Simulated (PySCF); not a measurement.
# `C=C(OC)C(F)(F)C(F)(F)F`: 4 charge schemes on one density

C5H5F5O.
Geometry (GFN2-xTB, Å), atoms numbered from 1 in this order:
```
atom  x, y, z in Å
C1     0.538    1.164   -1.265
C2     0.175    0.160   -0.480
O3     0.867   -0.430    0.522
C4     2.170    0.049    0.786
C5    -1.177   -0.519   -0.619
F6    -1.049   -1.781   -1.098
F7    -1.976    0.132   -1.492
C8    -1.928   -0.595    0.740
F9    -1.389   -1.485    1.566
F10   -3.207   -0.925    0.572
F11   -1.899    0.595    1.351
H12    1.492    1.646   -1.173
H13   -0.127    1.528   -2.025
H14    2.548   -0.572    1.594
H15    2.143    1.095    1.103
H16    2.811   -0.054   -0.094
```

Density: PBE0/pcSseg-1 (PySCF); schemes: Mulliken, IAO, Hirshfeld and ESP-fitted. Isolated species at its GFN2-xTB geometry (one conformer only).

Task: For which atoms does the sign change between the 4 schemes (beyond +0.03 e in one, beyond −0.03 e in another)?

Result: For none.

Task: Which atoms carry the highest charge in the Mulliken, IAO, Hirshfeld and ESP-fitted schemes?

Result: All schemes agree: Mulliken C8 (+0.810); IAO C8 (+0.786); Hirshfeld C8 (+0.237); ESP-fitted C8 (+0.488).

Task: Do the Mulliken, IAO, Hirshfeld and ESP-fitted schemes agree on where the charge is lowest?

Result: The schemes don't all agree: Mulliken O3 (-0.481); IAO C1 (-0.397); Hirshfeld C1 (-0.137); ESP-fitted C1 (-0.589).

Task: Give the atomic charges in each scheme.

Result: In e:

| atom | environment | Mulliken | IAO | Hirshfeld | ESP-fitted |
| --- | --- | --- | --- | --- | --- |
| C1 | terminal =CH2 carbon | -0.142 | -0.397 | -0.137 | -0.589 |
| C2 | vinylic carbon bearing oxygen | +0.024 | +0.164 | +0.040 | +0.315 |
| O3 | ether oxygen | -0.481 | -0.320 | -0.103 | -0.217 |
| C4 | methoxy carbon | -0.036 | -0.209 | -0.025 | -0.229 |
| C5 | CF2 carbon | +0.495 | +0.525 | +0.158 | +0.089 |
| F6 | fluorine of a CF2 group | -0.277 | -0.278 | -0.095 | -0.122 |
| F7 | fluorine of a CF2 group | -0.278 | -0.276 | -0.074 | -0.121 |
| C8 | CF3 carbon | +0.810 | +0.786 | +0.237 | +0.488 |
| F9 | fluorine of a CF3 group | -0.246 | -0.259 | -0.084 | -0.161 |
| F10 | fluorine of a CF3 group | -0.253 | -0.264 | -0.088 | -0.144 |
| F11 | fluorine of a CF3 group | -0.262 | -0.275 | -0.090 | -0.167 |
| H12 | vinylic hydrogen | +0.127 | +0.162 | +0.050 | +0.216 |
| H13 | vinylic hydrogen | +0.140 | +0.181 | +0.048 | +0.231 |
| H14 | methyl hydrogen | +0.141 | +0.173 | +0.063 | +0.153 |
| H15 | methyl hydrogen | +0.118 | +0.142 | +0.050 | +0.127 |
| H16 | methyl hydrogen | +0.118 | +0.142 | +0.050 | +0.131 |

Mean size of the charges over all atoms: IAO 0.285 e, Mulliken 0.247 e, ESP-fitted 0.219 e, Hirshfeld 0.087 e. Each set sums to the total charge, 0, to within 0.001 e. The IAO scheme counts the electrons in orthogonalised intrinsic atomic orbitals, a minimal basis polarised so that it spans the occupied orbitals exactly.

Task: How many electrons does the Mulliken scheme count on C8?

Result: Z − q = 6 − (+0.810) = 5.190.

Task: Sum the charges by element, for elements with more than one atom.

Result: 
```
element  atoms  Mulliken     IAO  Hirshfeld  ESP-fitted
      C      5    +1.152  +0.869     +0.274      +0.074
      F      5    -1.316  -1.350     -0.431      -0.716
      H      5    +0.645  +0.801     +0.260      +0.858
```

The run behind these numbers computed NMR shieldings as well. Time: 1.7 min; peak memory 0.93 GiB. Hardware: Intel Xeon at 2.50 GHz, one thread, no GPU, shared host with 64 logical CPUs at a one-minute load of 55.
